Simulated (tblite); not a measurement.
Species: FH₉OSi₄.
Numbering: `[F:1][Si@@H:2]([O:3][SiH3:4])[SiH2:5][SiH3:6]` (hydrogens: H7 on Si2; H8, H9, H10 on Si4; H11, H12 on Si5; H13, H14, H15 on Si6)

A start from a force field or distance geometry was refined with tblite, GFN2-xTB geometry optimisation, gas phase. Values at the start:

```tsv
coordinate	start
F1–Si2	1.687 Å
Si2–O3	1.689 Å
Si2–Si5	2.233 Å
Si2–H7	1.480 Å
O3–Si4	1.734 Å
Si4–H8	1.460 Å
Si5–Si6	2.229 Å
Si5–H11	1.458 Å
Si5–H12	1.470 Å
Si6–H13	1.475 Å
F1–Si2–O3	110.8°
F1–Si2–Si5	111.1°
Si2–O3–Si4	107.0°
Si2–Si5–Si6	109.2°
O3–Si2–Si5	108.7°
```

Q: How do these coordinates change at the GFN2-xTB level?

A: 
```csv
coordinate,GFN2-xTB (Å or °),change
O3–Si4,1.619,-0.115
Si5–Si6,2.327,+0.098
Si2–O3,1.618,-0.071
F1–Si2,1.619,-0.068
Si2–Si5,2.295,+0.062
Si2–H7,1.458,-0.022
Si5–H11,1.477,+0.019
Si6–H13,1.468,-0.007
Si5–H12,1.477,+0.007
Si4–H8,1.461,+0.001
Si2–O3–Si4,160.6,+53.6
Si2–Si5–Si6,115.4,+6.2
F1–Si2–O3,105.6,-5.2
F1–Si2–Si5,107.9,-3.2
O3–Si2–Si5,106.4,-2.3
```

The energy falls by 117.4 kJ/mol over 251 L-BFGS steps, the largest force on an atom goes from 2.96 to 0.007 eV/Å, and the atoms move by 1.493 Å rms after alignment. The bond that changes most is O3–Si4 (siloxane oxygen to oxygen-bound silicon), which shortens by 0.115 Å. Bonds longer at the end by more than 0.005 Å: 5 of 14; shorter: 7. Among the dihedrals that turn most is O3–Si2–Si5–H12, from 17° to -73°. Rotational constants go from 3798, 659.0, 592.1 to 1726, 875.3, 692.6 MHz.

Time: 2.2 s wall. Hardware: one thread, Arm Neoverse V1 (aarch64), no GPU, shared host with 32 logical CPUs at a one-minute load of 16.

GFN2-xTB frequencies show an imaginary mode (26i cm⁻¹), so the point is no minimum at that level. 3 starts were optimised and ended at 0.00, 0.12 and 1.69 kcal/mol (GFN2-xTB); the lowest of these is shown.

These are computed values.
